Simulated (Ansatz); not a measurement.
`BNCC=C` + `[NH2][InH2]` → `C=C[NH][InH2]` + `BNC` at 400 K and 1 bar (substitution at a C–C bond).

Calculated with Ansatz (gas phase, PBE0-D4/def2-TZVP geometries, no zero-point term in ΔE). CCSD(T)/CBS adds triple-zeta CCSD(T) − MP2 to the extrapolated MP2 energy (def2 sets, frozen cores). def2 core potentials past Kr. For In outer-core shells are correlated without core-valence functions, which leaves a few kJ/mol of doubt a bond. Each species was taken in one conformer, which may not be the lowest.

```json
{"species": "`BNCC=C`", "CCSD(T)/CBS energy (Eh)": "-198.47355", "H − E (kJ/mol)": "320.0", "S (J/(mol·K))": "353.7"}
{"species": "`[NH2][InH2]`", "CCSD(T)/CBS energy (Eh)": "-246.90424", "H − E (kJ/mol)": "118.2", "S (J/(mol·K))": "303.3"}
{"species": "`C=C[NH][InH2]`", "CCSD(T)/CBS energy (Eh)": "-324.18945", "H − E (kJ/mol)": "215.9", "S (J/(mol·K))": "372.4"}
{"species": "`BNC`", "CCSD(T)/CBS energy (Eh)": "-121.18426", "H − E (kJ/mol)": "222.8", "S (J/(mol·K))": "289.6"}
```

H − E and S are ideal-gas, rigid-rotor, harmonic terms from PBE0-D4/def2-TZVP, for one conformer and one mirror image of each species. 1 Eh = 2625.50 kJ/mol, R = 8.31446 J/(mol·K).

**Question.** By hand: ΔE, ΔH, ΔS and ΔG.

**Answer.** ΔE = (-324.18945) + (-121.18426) − (-198.47355) − (-246.90424) = 0.00408 Eh = 10.7 kJ/mol. Δ(H − E) = 215.9 + 222.8 − 320.0 − 118.2 = 0.5, so ΔH = 11.2 kJ/mol. ΔS = 372.4 + 289.6 − 353.7 − 303.3 = 5.0 J/(mol·K). ΔG = 11.2 − 400 × (5.0)/1000 = 9.2 kJ/mol.

**Question.** By hand: the equilibrium constant, and the temperature at which ΔG would vanish if ΔH and ΔS stayed fixed.

**Answer.** log₁₀ K = −ΔG/(RT ln 10) = -1.2. ΔG = 0 at ΔH/ΔS = 2240 K, though so small a ΔS makes that figure unsure.

The number of gas molecules stays the same, so ΔS is small and ΔH decides. A doubt of 5 kJ/mol in ΔE shifts log₁₀ K by 0.7 here. Other conformers and mirror images would add mixing entropy, several J/(mol·K) or more a flexible species. These are equilibria of isolated gas molecules and say nothing of rates. Largest T1 diagnostic: 0.016 (customary marks: 0.02 for closed shells, 0.045 for open ones).
